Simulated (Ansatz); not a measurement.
One change: `C#CCOCF` becomes `FCOC[SiH3]`.

Ansatz, PBE0-D4/def2-TZVP geometries, multiplicity 1. Each molecule was computed in one conformer, which needn't be the lowest.

```json
{"property": "HOMO–LUMO gap (PBE/def2-TZVPP) / eV", "`C#CCOCF`": "6.11"}
{"property": "HOMO–LUMO gap (B3LYP/def2-TZVPP) / eV", "`C#CCOCF`": "7.94"}
{"property": "LUMO energy (PBE/def2-TZVPP) / eV", "`C#CCOCF`": "-0.77"}
{"property": "HOMO–LUMO gap (ωB97M-V/def2-TZVPP) / eV", "`C#CCOCF`": "12.78"}
{"property": "size of the dipole moment (B3LYP/def2-TZVPP) / D", "`C#CCOCF`": "1.47"}
{"property": "HOMO energy (B3LYP/def2-TZVPP) / eV", "`C#CCOCF`": "-7.92"}
```

(1) What does the change do to each property? (Best estimate.)

## Answers

(1) Ansatz gave: 
```
                                        property  `FCOC[SiH3]`  shift
             HOMO–LUMO gap (PBE/def2-TZVPP) / eV          6.40   0.29
           HOMO–LUMO gap (B3LYP/def2-TZVPP) / eV          8.18   0.24
               LUMO energy (PBE/def2-TZVPP) / eV         -0.14   0.63
         HOMO–LUMO gap (ωB97M-V/def2-TZVPP) / eV         12.47  -0.31
size of the dipole moment (B3LYP/def2-TZVPP) / D          1.84   0.37
             HOMO energy (B3LYP/def2-TZVPP) / eV         -7.77   0.15
```

With PBE0 the HOMO rises by 0.16 eV and the LUMO rises by 0.39 eV, so the gap widens by about 0.23 eV. PBE moves the HOMO by 0.34 eV and ωB97M-V by 0.13 eV. Dipoles are sizes alone; their direction can turn.

B3LYP here is the variant with VWN-RPA as its local correlation; programs differ in this.
